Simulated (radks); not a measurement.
Task: Radial electron density D(r) = 4 pi r^2 rho(r) of an atom or ion with 31 electrons. Method: Dirac Kohn-Sham, PBE, spin-unpolarised, spherical densities, point nucleus; computed with a radial shooting solver on a logarithmic mesh with Libxc functionals.

```
   r/bohr * D(r) (the largest magnitude, 116, reaches the edge; | marks zero)
 0.002501 |         *
 0.003179 |             *
 0.004042 |                 *
 0.005138 |                       *
 0.006531 |                             *
 0.008303 |                                    *
  0.01056 |                                        *
  0.01353 |                                           *
   0.0172 |                                          *
  0.02186 |                                       *
  0.02779 |                                     *
  0.03533 |                                        *
  0.04491 |                                               *
  0.05709 |                                                      *
  0.07258 |                                                     *
    0.093 |                                             *
   0.1182 |                                       *
   0.1503 |                                           *
   0.1911 |                                              *
   0.2429 |                                  *
   0.3088 |                 *
   0.3925 |       *
    0.499 |    *
   0.6395 | *
   0.8129 *
    1.033 *
    1.314 *
```

What is the nuclear charge?

Result: Z = 67. The innermost maximum, from 1s, lies near gamma/Z bohr with gamma = sqrt(1 - (Z/c)^2) = 0.872, here 0.013 bohr (found: 0.0143), and its height grows with Z. The density is that of the holmium ion Ho36+ in [Ar] 3d10 4s2 4p1; the configuration itself is not fixed sharply by these data, and Z only to a few units. D(r) has 3 maxima, at r = 0.0143, 0.0639, 0.181 bohr, and minima at 0.0280, 0.119 bohr, inside which lie 2.03, 11.16 electrons.
